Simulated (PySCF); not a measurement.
## Cu (copper, neutral) across methods

[Ar] 3d10 4p1, 2P determinant (an excited configuration). All numbers are calculated (PySCF 2.14, a scalar-relativistic core potential, in aug-cc-pVTZ-PP with one added diffuse shell each of s, p, d, f, g type with ECP10MDF (7s7p6d4f3g, 113 functions)).

| method | E (hartree) | mean ε 3d α (eV) | mean ε 3d β (eV) | mean ε 4p α (eV) | Σ⟨r²⟩ (bohr²) | ⟨S²⟩ |
| --- | --- | --- | --- | --- | --- | --- |
| PBE0 | -197.0974 | -9.320 | -9.299 | -2.552 | 43.44 | 0.780 |
| wB97X | -197.1460 | -11.958 | -11.947 | -3.721 | 44.29 | 0.764 |
| wB97M-V | -196.9893 | -11.910 | -11.899 | -3.721 | 44.01 | 0.772 |
| PBE | -197.1611 | -7.192 | -7.138 | -2.128 | 42.69 | 0.835 |
| LDA | -196.7995 | -7.408 | -7.347 | -2.120 | 42.23 | 0.787 |
| UHF | -196.05866 | -15.646 | -15.711 | -3.426 | 48.90 | 0.757 |
| LC-wPBE | -197.1847 | -12.171 | -12.186 | -4.126 | 42.26 | 0.857 |
| r2SCAN | -197.0456 | -7.328 | -7.354 | -2.252 | 41.04 | 0.956 |

Energies and moments cover only the electrons outside the core potential.
